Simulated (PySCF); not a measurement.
Mo(O)(NH)(Cl)2 (Cl₂HMoNO), SMILES [O]=[Mo]([Cl])(=[NH])[Cl], multiplicity 1. Atoms are numbered in the order given.

```xyz
6

Mo     0.0344    -0.2736     0.0000
O      1.4413    -1.2027     0.0000
N     -1.3197    -1.3632     0.0000
H     -1.5919    -2.3567     0.0000
Cl    -0.0631     0.9709    -1.9106
Cl    -0.0631     0.9709     1.9106
```
Charge 0, spin multiplicity 1.

Coordinates come from a PBE-D3(BJ)/def2-SVP optimisation. The multiplicity is an assumed one; no other spin state was optimised. The structure was generated by enumeration; whether it is a known compound was not checked. The def2 effective core potentials stand for the cores of Mo; spin–orbit coupling is left out.

All values below come from PySCF with PBE/def2-TZVP.

Isolated molecule, no solvent.

| Property | Result |
|---|---|
| total energy | -1118.99195 hartree |
| point group | Cs |
| highest occupied level | -7.56 eV |
| lowest empty level | -4.09 eV |
| orbital gap | 3.47 eV |
| dipole moment | 1.74 D |
| quadrupole, principal values (traceless, Buckingham form, about the centre of nuclear charge) | -6.42, -3.28, 9.70 D·Å |
| mean static polarisability | 76.0 bohr³ (11.26 Å³) |
| polarisability, principal values | 63.8, 78.5, 85.6 bohr³ |
